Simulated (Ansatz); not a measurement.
`F[Si](F)(F)[SeH]` + `CBF` → `CB(F)[SeH]` + `F[SiH](F)F` at 700 K and 1 bar (formal exchange of groups at the Se–Si bond).

Isolated molecules relaxed with PBE0-D4/def2-TZVP in Ansatz; ΔE leaves out vibrations. CCSD(T)/CBS adds triple-zeta CCSD(T) − MP2 to the extrapolated MP2 energy (def2 sets, frozen cores). This one scheme is used for every species. For Se outer-core shells are correlated without core-valence functions, which leaves a few kJ/mol of doubt a bond. Scalar relativity is left out up to krypton. One conformer a species, not always the lowest.

```json
{"species": "`F[Si](F)(F)[SeH]`", "CCSD(T)/CBS energy (Eh)": "-2990.00244", "H − E (kJ/mol)": "109.4", "S (J/(mol·K))": "435.9"}
{"species": "`CBF`", "CCSD(T)/CBS energy (Eh)": "-165.10297", "H − E (kJ/mol)": "181.4", "S (J/(mol·K))": "343.0"}
{"species": "`CB(F)[SeH]`", "CCSD(T)/CBS energy (Eh)": "-2565.84504", "H − E (kJ/mol)": "197.2", "S (J/(mol·K))": "415.8"}
{"species": "`F[SiH](F)F`", "CCSD(T)/CBS energy (Eh)": "-589.26725", "H − E (kJ/mol)": "92.9", "S (J/(mol·K))": "344.3"}
```

H − E and S are ideal-gas, rigid-rotor, harmonic terms from PBE0-D4/def2-TZVP, for one conformer and one mirror image of each species. 1 Eh = 2625.50 kJ/mol, R = 8.31446 J/(mol·K).

Task: By hand: ΔE, ΔH, ΔS and ΔG.

Result: ΔE = (-2565.84504) + (-589.26725) − (-2990.00244) − (-165.10297) = -0.00688 Eh = -18.1 kJ/mol. Δ(H − E) = 197.2 + 92.9 − 109.4 − 181.4 = -0.7, so ΔH = -18.8 kJ/mol. ΔS = 415.8 + 344.3 − 435.9 − 343.0 = -18.8 J/(mol·K). ΔG = -18.8 − 700 × (-18.8)/1000 = -5.6 kJ/mol.

Task: By hand: the equilibrium constant, and the temperature at which ΔG would vanish if ΔH and ΔS stayed fixed.

Result: log₁₀ K = −ΔG/(RT ln 10) = 0.4. ΔG = 0 at ΔH/ΔS = 1000 K, though so small a ΔS makes that figure unsure.

TΔS isn't small against ΔH here. The sign of ΔG lies within the doubt. A doubt of 5 kJ/mol in ΔE shifts log₁₀ K by 0.4 here. Other conformers and mirror images would add mixing entropy, several J/(mol·K) or more a flexible species. Modes under 60 cm⁻¹, often nearly free rotors, make the harmonic entropy too high. These are equilibria of isolated gas molecules and say nothing of rates. Largest T1 diagnostic: 0.012 (customary marks: 0.02 for closed shells, 0.045 for open ones).
